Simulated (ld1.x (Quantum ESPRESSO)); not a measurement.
## lead (Pb): one change to a TM potential, before and after

Pb (Z = 82), norm-conserving Troullier–Martins (Kleinman–Bylander form), made with ld1.x (Quantum ESPRESSO) 7.5 (LDA (PZ), fully relativistic). Core [Xe] 4f14 5d10, reference 6s2 6p2. Waves: 6s (bound): rc 2.10 bohr; 6p (bound): rc 2.15 bohr; 6d channel at 0.05 Ry: rc 2.05 bohr. Local part: the d channel. Core correction: none.

Open shells are filled in proportion to 2j + 1 (rel_dist='average').

All-electron outer shells of the reference configuration (LDA (PZ), scalar-relativistic, ld1.x):

```json
{"shell": "5p", "level (eV)": "-85.96", "outermost node (bohr)": "0.49", "outermost maximum (bohr)": "0.88"}
{"shell": "5d", "level (eV)": "-21.29", "outermost node (bohr)": "0.52", "outermost maximum (bohr)": "1.07"}
{"shell": "6s", "level (eV)": "-12.32", "outermost node (bohr)": "1.01", "outermost maximum (bohr)": "1.95"}
{"shell": "6p", "level (eV)": "-3.71", "outermost node (bohr)": "1.18", "outermost maximum (bohr)": "2.63"}
```

Change: wave 6p (bound): rc 2.15 bohr becomes 6p (bound): rc 3.10 bohr.

Cutoffs: the cutoffs (Ry, on a coarse ladder) from which the occupation-weighted sum of valence levels, in a spherical-Bessel basis at the reference potential, stays within 10 and 1 mRy of its value at 400 Ry; they do not see the model core or the augmentation charge, which bear on the density cutoff. Errors are all-electron minus pseudo energies relative to the spin-unpolarised reference configuration.

Task: Predict the effect on cutoff, ghosts and configuration errors.

Result: The potential gets neither clearly harder nor softer (25 Ry and 45 Ry → 25 Ry and 40 Ry); both files keep a bound ghost (p, s); of the 7 tests that both files solve, the error grows in 2 and shrinks in 2 by more than 15 % and 0.3 meV (median size 16.1 → 19.5 meV).

```tsv
quantity	base	changed
cutoff, loose	25 Ry	25 Ry
cutoff, tight	45 Ry	40 Ry
loose cutoff by channel (10 mRy a level)	s 21 Ry, p 10 Ry	s 21 Ry, p 6 Ry
bound ghosts	s, p3/2, p1/2	s, p1/2, p3/2
error for 6s2 6p1, meV [ΔE 6.96 eV]	+6.9	+5.3
error for 6s2 6p0, meV [ΔE 20.88 eV]	+58	+44
error for 6s1 6p0, meV [ΔE 53.75 eV]	+253	+220
error for 6s0 6p4, meV [ΔE 17.66 eV]	+90	+100
error for 6s1 6p2, meV [ΔE 16.37 eV]	+6.7	+10
error for 6s2 6p2.3, meV [ΔE -0.89 eV]	+0.1	+0.1
error for 6s1 6p3, meV [ΔE 8.64 eV]	+16	+19
```

 A true bound ghost makes a file unfit for plane-wave use even where its test errors are small: the radial tests pick states by their node count and pass the ghost by.
